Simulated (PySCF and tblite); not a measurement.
The numbers below are computed, except where a source is named.
Pyramidal inversion: stationary points, barriers and rates

System: C7H9N, numbered as in [CH:1]#[C:2]/[CH:3]=[CH:4]/[CH:5]1[CH2:6][NH:7][CH2:8]1.

Motion: pyramidal inversion at N7. The path came from a restrained scan, a climbing-image band and a saddle search at GFN2-xTB; energies are PBE0/pcSseg-1 + D3(BJ), IEF-PCM benzene//GFN2-xTB, thermal terms GFN2-xTB. Rates follow Eyring's equation with the number of equivalent paths and no tunnelling. Programs: tblite and PySCF.

```
 point  symmetry  E(GFN2) kcal/mol  E(DFT) kcal/mol  ZPE change kcal/mol  lowest mode cm⁻¹  dipole D
 start        Cs               0.0              0.0                 0.00                54      1.05
saddle        Cs               5.7              5.8                -1.13              642i      1.33
   end        Cs               0.2              0.3                -0.02                63      2.27
```

- Electronic barrier: 5.8 kcal/mol
- Barrier with zero-point energy: 4.7 kcal/mol
- ΔH‡ (298 K): 4.5 kcal/mol
- ΔS‡ (298 K, symmetry apart): -0.6 cal/(mol K)
- Paths: 1 equivalent path
- End point: a different minimum
- Mean lifetime of the start against this motion at 298 K: 470 ps
- Cost: 86 s on 1 thread of Intel Xeon Platinum 8488C (shared host) (rough), peak memory 0.94 GiB, launched as `OMP_NUM_THREADS=1 python ens_run.py task.json out`

```tsv
T/K	ΔG‡ kcal/mol	k s⁻¹	ΔG kcal/mol	k back s⁻¹
200	4.7	3.1×10⁷	0.3	6.3×10⁷
250	4.7	4×10⁸	0.3	7×10⁸
298	4.7	2.1×10⁹	0.3	3.4×10⁹
350	4.8	7.8×10⁹	0.3	1.2×10¹⁰
400	4.8	2×10¹⁰	0.3	2.9×10¹⁰
```

ΔG and ΔG‡ leave out symmetry numbers and mirror images; rates count paths: 1 out, 1 back.
